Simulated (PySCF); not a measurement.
Electronic structure of In²⁺ (indium, charge +2) at the UHF level

Configuration: [Kr] 4d9 5s1 6s1, high-spin 4D determinant (an excited configuration). Calculation: PySCF 2.14, in aug-cc-pwCVTZ-DK3 (10s9p7d4f1g, 109 functions); scalar relativity by spin-free X2C-1e.

- Total energy: -5876.120962 hartree
- One-electron energy: -8040.7439 hartree
- Hartree (Coulomb) energy: 2322.5063 hartree
- Exchange energy: -157.8834 hartree
- ⟨S²⟩: 3.7517
- ⟨L²⟩: 6.022
- Sum of ⟨r⟩: 31.49 bohr
- Sum of ⟨r²⟩: 56.42 bohr²
- Traceless quadrupole moment −½Σ⟨3z² − r²⟩ along its main axis: -0.275 e·bohr²
- Langevin diamagnetic susceptibility: -44.7 ×10⁻⁶ cm³/mol

```csv
shell,electrons,mean orbital energy (hartree),spread (hartree),"rms radius, mean of both spins (bohr)"
1s α,1,-1032.92018,0,0.0342
1s β,1,-1032.91447,0,0.0342
2s α,1,-158.96416,0,0.139
2s β,1,-158.94154,0,0.139
2p α,3,-142.62101,0.01788,0.124
2p β,3,-142.60255,0.00235,0.124
3s α,1,-32.50767,0,0.371
3s β,1,-32.48851,0,0.371
3p α,3,-27.00500,0.03441,0.372
3p β,3,-26.99064,0.02295,0.372
3d α,5,-18.45783,0.04031,0.352
3d β,5,-18.43369,0.06262,0.352
4s α,1,-6.42665,0,0.902
4s β,1,-6.31663,0,0.902
4p α,3,-4.68329,0.07441,0.980
4p β,3,-4.56892,0.05663,0.980
4d α,5,-2.07805,0.08819,1.21
4d β,4,-2.01894,0.06602,1.21
5s α,1,-1.21641,0,2.34
6s α,1,-0.46396,0,5.28
```

The outer electron is Rydberg-like, and this basis confines it to a smaller radius and binds it less than a complete one would.

Densities and radii are taken from the X2C orbitals without a picture-change correction, which distorts them close to the nucleus.

Spin-orbit constants ζ (cm⁻¹) from the X2C one-electron operator on these orbitals: bare nucleus, nucleus screened by l(l+1)(2l+1)/3 electrons, and screened by the Breit-Pauli mean field of the electrons.

| shell | bare | screened nucleus | mean field |
| --- | --- | --- | --- |
| 2p | 1133000 | 1087000 | n/a |
| 3p | 207200 | 198800 | n/a |
| 3d | 30930 | 24620 | n/a |
| 4p | 34500 | 33090 | n/a |
| 4d | 3621 | 2882 | n/a |

To first order the Landé constant is A = -960.6 cm⁻¹, so the lowest level has J = 7/2 and lies 0.357 eV below the centre of the term. This holds in LS coupling only.
